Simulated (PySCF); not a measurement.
# Distorted geometries of Sm2O(OH)2

Sm2O(OH)2 (singlet in the valence; each metal's 4f electrons, 6 of them, lie in its core potential, out of spins and levels). PySCF 2.14.0, RKS PBE0, Sm lcecp-0-SVP with ECP52, O def2-SVP, H def2-SVP; non-relativistic Hamiltonian with scalar-relativistic core potentials where named; density fitting; no spin-orbit coupling. Relaxed geometry:

```xyz
7

Sm   -1.2728    0.0000    2.1603
Sm   -1.2728    0.0000   -2.1603
O    -1.5655    0.0000    0.0000
O     0.7208    0.0000    3.0751
H     1.6778    0.0000    3.1444
O     0.7208    0.0000   -3.0751
H     1.6778    0.0000   -3.1444
```

Question: Order these distorted geometries by energy above the relaxed one, lowest first.
A.
```xyz
7

Sm   -1.2733   -0.0119    2.2139
Sm   -1.2772   -0.0037   -2.1190
O    -1.5997    0.0116   -0.0270
O     0.7046   -0.0105    3.0539
H     1.6409    0.0209    3.1084
O     0.7712    0.0040   -3.0896
H     1.7196   -0.0104   -3.1407
```
B.
```xyz
7

Sm   -1.3238    0.0383    2.1572
Sm   -1.2423    0.0406   -2.1839
O    -1.6156    0.0508    0.0040
O     0.6706   -0.0535    3.1805
H     1.8052   -0.0538    3.1034
O     0.6892    0.0159   -3.1715
H     1.7028   -0.0384   -3.0897
```
C.
```xyz
7

Sm   -1.3133   -0.0099    2.1463
Sm   -1.2557   -0.0072   -2.1748
O    -1.6208    0.0000    0.0215
O     0.7535   -0.0154    3.0797
H     1.7023   -0.0031    3.1381
O     0.7271    0.0126   -3.0561
H     1.6931    0.0231   -3.1548
```

Answer: C (0.06 eV), A (0.11 eV), B (0.71 eV).

Question: Which forces (eV/Å) act in the one that lies 0.11 eV up?

Answer: 
```
Sm  -0.56  0.00 -1.01
Sm   0.72  0.01 -1.04
O    0.01 -0.01  1.54
O   -0.78 -0.01  0.12
H    1.23  0.02  0.09
O   -1.15 -0.01  0.30
H    0.53  0.00  0.00
```
Forces carry noise of the integration grid, about 0.01 to 0.03 eV/Å.

An lcecp potential fixes the number of 4f electrons, so in runs with it no electron can move into or out of that shell.
